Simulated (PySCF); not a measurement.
Excitations are Tamm–Dancoff values on a coarser integration grid. The basis has no diffuse functions, so Rydberg states are missing or too high.

Z-matrix (Å, degrees):
```
S
C 1 1.8035
H 2 1.0983 1 106.76
H 2 1.0989 3 109.47 1 -119.08
H 2 1.0994 3 109.27 4 -121.72
C 1 1.8035 2 100.76 3 175.69
H 6 1.0983 1 106.74 2 -175.62
H 6 1.0989 7 109.50 1 119.09
H 6 1.0995 7 109.27 8 121.72
Ga 1 2.5065 2 100.25 3 73.15
H 10 1.5789 1 98.51 2 -68.10
H 10 1.5792 11 119.59 1 104.85
H 10 1.5883 11 117.84 12 155.03
```
Charge 0, spin multiplicity 1.

Task: Give the HOMO, T1 excitation (TDA), S1 oscillator strength, charge on the central atom (meta-Löwdin) and dipole moment at the level PBE0-D3(BJ)/def2-TZVP // PBE0-D3(BJ)/def2-SVP in PySCF 2.14.0.

Result: 
The HOMO is -7.63 eV, the T1 excitation (TDA) is 5.72 eV and the S1 oscillator strength is 0.002. The charge on the central atom (meta-Löwdin) is -0.05 e and the dipole moment is 4.42 D.
